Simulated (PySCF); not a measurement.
C2H3BBrN.
Atom-mapped SMILES: `[CH:1]#[C:2][B:3]([NH2:4])[Br:5]` (hydrogens: H6 on C1; H7, H8 on N4)

Theory: PBE0-D3(BJ)/def2-SVP geometry optimisation, gas phase in PySCF.

Task: List the bond lengths and angles at this level.

Result: 
| bond | length (bohr) | order |
| --- | --- | --- |
| C1≡C2 | 2.299 | triple |
| C2–B3 | 2.888 | single |
| B3–N4 | 2.624 | single |
| B3–Br5 | 3.659 | single |
| C1–H6 | 2.032 | single |
| N4–H7, N4–H8 | 1.912 | single |

Bonds in one row agree within 0.02 bohr and their mean is given. Orders are formal, as drawn. A selection of angles:
| angle | degrees |
| --- | --- |
| C2–C1–H6 | 179.5 |
| C1–C2–B3 | 179.7 |
| C2–B3–N4 | 122.3 |
| C2–B3–Br5 | 119.0 |
| N4–B3–Br5 | 118.7 |
| B3–N4–H7 | 122.0 |
| B3–N4–H8 | 122.9 |
| H7–N4–H8 | 115.1 |

The 5 heavy atoms lie in one plane (0.000 Å rms). B3 (three-coordinate boron) is planar (angles 122.3°, 119.0° and 118.7°, sum 360.0°, 0.00 Å off the plane of its three neighbours). N4 (boron-bound nitrogen) is planar (angles 122.9°, 122.0° and 115.1°, sum 360.0°, 0.00 Å off the plane of its three neighbours).

Point group: Cs (every atom within 0.08 Å of its image). Whether it is a minimum is left open (no frequencies).

The values belong to the conformer `[CH:1]#[C:2][B:3]([NH2:4])[Br:5]`: H–N4–B3–C2 0°, H–N4–B3–C2 180°.
